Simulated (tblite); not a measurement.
Species: C7H7NO (charge +1 and doublet state).
SMILES with atom numbers: `[CH:1]1[CH+:2][N:3]=[CH:4][C:5]2=[C:6]1[CH2:7][O:8][CH2:9]2` (hydrogens: H10 on C1; H11 on C2; H12 on C4; H13, H14 on C7; H15, H16 on C9)

Computed geometry: GFN2-xTB, gas phase. This method treats the open shell by occupation alone, without spin polarisation.

Q: List the bond lengths, angles and torsions at this level.

A: 
```csv
bond,length (Å)
C1–C2,1.395
C2–N3,1.308
N3=C4,1.306
C4–C5,1.390
C5=C6,1.404
C6–C7,1.490
C7–O8,1.403
O8–C9,1.401
C1–C6,1.383
C5–C9,1.487
C1–H10,1.078
C2–H11,1.081
C4–H12,1.081
"C7–H13, C7–H14",1.102
"C9–H15, C9–H16",1.103
```

Bonds in one row agree within 0.01 Å and their mean is given. A selection of angles:
```csv
angle,degrees
C2–C1–C6,116.3
C1–C2–N3,121.0
C2–N3–C4,124.9
N3–C4–C5,118.4
C4–C5–C6,118.6
C4–C5–C9,132.8
C6–C5–C9,108.5
C5–C6–C7,107.3
C1–C6–C5,120.7
C1–C6–C7,131.9
C6–C7–O8,106.5
C7–O8–C9,111.7
C5–C9–O8,106.0
```

Torsions: C6–C1–C2–N3 1° (synperiplanar); C1–C2–N3–C4 -2° (synperiplanar); C2–N3–C4–C5 0° (synperiplanar); N3–C4–C5–C6 1° (synperiplanar); C4–C5–C6–C7 179° (antiperiplanar); C5–C6–C7–O8 0° (synperiplanar); C6–C7–O8–C9 0° (synperiplanar); C7–O8–C9–C5 0° (synperiplanar); C2–C1–C6–C5 0° (synperiplanar); C4–C5–C9–O8 -179° (antiperiplanar).

The 6-membered ring C1–C2–N3–C4–C5–C6 has internal angles of 116.3° to 124.9°; it is planar, 0.01 Å rms from its mean plane, widest ring torsion 2°. C1 (carbon bonded to 2 C and H) is planar (angles 122.9°, 120.8° and 116.3°, sum 360.0°, 0.00 Å off the plane of its three neighbours). The 5-membered ring C5–C6–C7–O8–C9 has internal angles of 106.0° to 111.7° (sum 540°, against 540° for a flat polygon); it is planar, 0.00 Å rms from its mean plane, widest ring torsion 0°. The 9 heavy atoms lie in one plane (0.006 Å rms). C5 (carbon bonded to 3 C) is planar (angles 132.8°, 118.6° and 108.5°, sum 360.0°, 0.00 Å off the plane of its three neighbours). C4 (carbon bonded to C, N and H) is planar (angles 123.4°, 118.4° and 118.2°, sum 360.0°, 0.00 Å off the plane of its three neighbours). C6 (carbon bonded to 3 C) is planar (angles 131.9°, 120.7° and 107.3°, sum 360.0°, 0.00 Å off the plane of its three neighbours).

Its lowest GFN2-xTB frequency is 11 cm⁻¹, too small to tell a flat minimum from a shallow saddle.

On one thread, Arm Neoverse V2 (aarch64), no GPU (shared host), this took 0.34 s of wall time. This is the geometry optimisation.
